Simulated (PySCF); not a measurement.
Löwdin shares of the frontier orbitals

C₆H₁₁N₂ (charge +1).
Z-matrix (Å and degrees, PBE0-D3(BJ)/def2-SVP geometry), rows numbered from 1:
```
C 
C   1  1.5266
C   2  1.4883  1  113.80
C   3  1.3691  2  131.64  1  -122.68
N   4  1.3795  3  107.91  2   179.68
C   5  1.4550  4  125.32  3   179.92
C   5  1.3281  4  108.77  3    -0.09
N   7  1.3338  5  107.90  4     0.10
H   1  1.1014  2  112.30  3   -62.08
H   1  1.0995  2  111.43  3    59.27
H   1  1.0984  2  110.01  3   178.98
H   2  1.1037  1  110.37  3   122.45
H   2  1.0992  1  110.47  3  -120.79
H   4  1.0869  3  130.11  2    -0.31
H   6  1.0980  5  109.64  4    60.51
H   6  1.0959  5  109.29  4  -179.75
H   6  1.0979  5  109.62  4   -60.00
H   7  1.0882  5  125.93  4   179.99
H   8  1.0159  3  125.24  2     0.19
```

Level of theory: TDDFT PBE0/def2-SVPD, vertical, gas phase, core orbitals frozen in the response in PySCF.

Frontier orbitals with the atoms that hold most of them (Löwdin shares over 4%, at most four atoms; ? is withheld):

```json
{"orbital": "LUMO+2", "ε (eV)": "-3.40", "atoms": "H19 25%, C7 18%, N8 10%, H18 9%"}
{"orbital": "LUMO+1", "ε (eV)": "-3.94", "atoms": "C3 29%, C4 28%, N5 9%, N8 9%"}
{"orbital": "LUMO", "ε (eV)": "-5.08", "atoms": "?"}
{"orbital": "HOMO", "ε (eV)": "-11.86", "atoms": "?"}
{"orbital": "HOMO-1", "ε (eV)": "-13.59", "atoms": "N8 18%, C1 14%, N5 14%, C2 10%"}
{"orbital": "HOMO-2", "ε (eV)": "-13.81", "atoms": "C1 19%, N5 13%, C2 11%, N8 10%"}
{"orbital": "HOMO-3", "ε (eV)": "-14.02", "atoms": "C1 36%, H11 17%, C2 15%, H9 9%"}
```

(1) Which atoms hold the HOMO, and with what shares?

(2) Which atoms hold the LUMO, and with what shares?

(3) How does S1 compare with the orbital gap of 6.79 eV?

(4) One configuration dominates each of S1 and S2. Which, and how do the shares of the two leading atoms of either orbital change from the occupied to the empty one?

Answers

(1) C4 (bonded to C, N and H) 26%; C3 (bonded to 2 C and N) 24%; C7 (bonded to 2 N and H) 17%; N5 (bonded to 3 C) 9%. By element: carbon 67% or more, nitrogen 9% or more.

(2) C7 (bonded to 2 N and H) 34%; N5 (bonded to 3 C) 22%; N8 (bonded to 2 C and H) 20%; H18 (bonded to C) 7%. By element: nitrogen 41%, carbon 34% or more, hydrogen 7% or more.

(3) S1 is at 6.03 eV (f = 0.136), 0.75 eV below the gap, made of HOMO→LUMO (96%). 

(4) 
- S1 (6.03 eV, f 0.136), HOMO→LUMO (96%): C4 26% → at most 8%, C3 24% → at most 8%, C7 17% → 34%, N5 9% → 22%
- S2 (7.12 eV, f 0.081), HOMO→LUMO+1 (70%): C4 26% → 28%, C3 24% → 29%

One conformer stands for the species.
